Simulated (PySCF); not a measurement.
Si(OSiH3)4, SMILES [SiH3]O[Si](O[SiH3])(O[SiH3])O[SiH3] (GFN2-xTB optimised geometry):

```
21

Si    -0.661    -2.945     2.939
O      0.214    -2.036     1.923
Si     0.043    -0.754     0.972
O     -1.227    -0.939     0.000
Si    -2.847    -0.939     0.000
O      1.378    -0.639     0.102
Si     2.081     0.287    -1.032
O     -0.148     0.580     1.854
Si    -1.027     1.203     3.063
H     -1.487    -3.859     2.148
H     -1.511    -2.085     3.769
H      0.379    -3.623     3.705
H     -3.151    -1.638    -1.245
H     -3.348    -1.644     1.184
H     -3.306     0.452     0.000
H      2.245     1.644    -0.511
H      1.243     0.298    -2.231
H      3.348    -0.413    -1.222
H     -0.850     2.639     2.859
H     -2.427     0.785     2.935
H     -0.464     0.730     4.329
```

Computed with PBE0/def2-SVP run with PySCF.

Task: What are the frontier orbital energies and the dipole moment?

Result: HOMO-2 -8.78 eV, HOMO-1 -8.73 eV, HOMO -8.66 eV, LUMO -0.19 eV, LUMO+1 0.85 eV; dipole moment 1.75 D.

On the same geometry PBE/def2-SVP (PySCF) gives HOMO-2 -7.24 eV, HOMO-1 -7.19 eV, HOMO -7.10 eV, LUMO -1.04 eV, LUMO+1 -0.06 eV; dipole moment 1.54 D.

Meta-Löwdin charges at PBE0/def2-SVP: Si1 0.76, O2 -0.80, Si3 1.56, O4 -0.81, Si5 0.76, O6 -0.80, Si7 0.76, O8 -0.81, Si9 0.76, H10 -0.12, H11 -0.12, H12 -0.10, H13 -0.11, H14 -0.12, H15 -0.12, H16 -0.12, H17 -0.12, H18 -0.11, H19 -0.11, H20 -0.12, H21 -0.11.
